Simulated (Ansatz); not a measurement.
A structure relaxed at PBE0-D4/def2-TZVP, charge 0, multiplicity 1:

```
atom    x (Å)    y (Å)    z (Å)
 Cl1   0.8567  -1.6267  -1.5514
 Sn2   0.0794  -0.4949   0.3361
 Se3  -1.3449   1.4472  -0.3810
  H4  -0.9098  -1.5875   1.1801
  H5   1.4768   0.0253   1.1519
  H6  -0.1580   2.2366  -0.7358
```

**Question.** Give its formula and SMILES.

**Answer.** ClH3SeSn, `[Cl][SnH2][SeH]`.

**Question.** Summarise the bond lengths by kind.

**Answer.** 1 × Cl–Sn 2.334 Å; 1 × Se–Sn 2.513 Å; 2 × H–Sn 1.698 to 1.700 Å; 1 × H–Se 1.469 Å.

Program: Ansatz 0.2.0.
